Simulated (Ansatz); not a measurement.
Cost and result up the ladder for Be₈O₈ (started as a model of: (BeO)8 cage of four- and six-membered rings) (16 atoms). The state is a singlet with charge 0. Geometry: PBE0-D4/def2-SVP.

```csv
atom,x (Å),y (Å),z (Å)
Be1,-1.5581,1.3965,-0.6773
O2,-0.6139,2.3556,0.1194
Be3,0.3920,1.8685,-1.0917
O4,-0.6478,1.1771,-2.0333
Be5,-0.6944,-0.3208,-1.5392
O6,-1.8266,-0.1102,-0.3397
Be7,-1.2457,-0.6812,0.9688
O8,-0.1525,0.2174,1.8421
Be9,0.3118,1.3920,0.9589
O10,1.4616,1.1322,-0.2141
Be11,1.6283,-0.3900,-0.3884
O12,0.5175,-1.2394,-1.2884
O13,-0.5399,-2.0811,1.1477
Be14,0.6496,-1.1273,1.7731
O15,1.8016,-1.4516,0.7662
Be16,0.5165,-2.1377,-0.0042
```

Ansatz on 4 threads of Arm Neoverse V1 on a shared host. Times are rough, and most runs start from the orbitals of an earlier one. PBE0-D4/def2-TZVP serves as the yardstick here, not as an exact answer. Differences are given only for rows in sets of like size (and for xTB, whose basis is part of the method), since another set adds its own error. Binding counts from free atoms at the same level (Be singlet, O triplet; other spins of the atoms weren't run), without zero-point energy or a counterpoise term.

B3LYP takes the VWN-RPA correlation. Correlated methods freeze 8 core orbitals. The rows differ in basis, and correlated rows in double-zeta sets carry the largest basis error.

Correlated methods converge slowly with the basis, most of all in double-zeta sets.

| level | functions | wall time | binding energy per atom (eV) | difference from PBE0-D4/def2-TZVP (eV) |
| --- | --- | --- | --- | --- |
| HF/STO-3G | 80 | 0.65 s | 4.25 | – |
| HF/6-31G | 144 | 1.6 s | 3.68 | – |
| MP2/def2-SVP | 184 | 4.5 s | 5.08 | – |
| PBE-D4/def2-SVP | 184 | 4.6 s | 5.47 | – |
| B3LYP-D4/6-31G | 144 | 4.7 s | 5.13 | – |
| PBE0-D4/def2-SVP | 184 | 7 s | 5.28 | – |
| PBE-D4/def2-TZVP | 400 | 11 s | 5.44 | 0.17 |
| r2SCAN-D4/def2-TZVP | 400 | 23 s | 5.40 | 0.13 |
| r2SCANh-D4/def2-TZVP | 400 | 31 s | 5.34 | 0.07 |
| PBE0-D4/def2-TZVP (with forces) | 400 | 31 s | 5.27 | 0.00 |
| PBE-QIDH/def2-TZVP (with forces) | 400 | 2.2 min | 5.22 | -0.05 |
